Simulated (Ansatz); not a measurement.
Be2Se was relaxed with r2SCAN-D4 (def2-TZVP) in Ansatz in these states: charge +1 doublet, neutral quintet, neutral triplet. The geometries follow in no particular order.

A:

```xyz
3

Be   -0.3222    1.3470    0.4857
Be   -0.0409   -1.3947    0.4551
Se    0.3631    0.0478   -0.9407
```

B:

```xyz
3

Be    1.017    0.841   -0.318
Be   -0.986    0.266    0.895
Se   -0.031   -1.107   -0.577
```

C:

```
atom   x (Å)   y (Å)   z (Å)
 Be1  -1.168   0.202  -0.128
 Be2   0.828   0.627  -0.587
 Se3   0.340  -0.829   0.715
```

Task: Judge from the bond lengths which geometry belongs to which state (an estimate).

Result: A is the neutral triplet (Be1–Be2 2.756 Å, Be2–Se3 2.048 Å, Be1–Se3 2.048 Å); B is the neutral quintet (Be1–Be2 2.411 Å, Be2–Se3 2.227 Å, Be1–Se3 2.227 Å); C is the charge +1 doublet (Be1–Be2 2.092 Å, Be2–Se3 2.013 Å, Be1–Se3 2.013 Å).

At PBE0-D4/def2-TZVP a broken-symmetry singlet lies 0.21 eV below the neutral triplet. At PBE0-D4/def2-TZVP a broken-symmetry singlet lies 3.44 eV below the neutral quintet. These are the stationary points nearest to one start from a short search; other shapes may lie lower in each state.
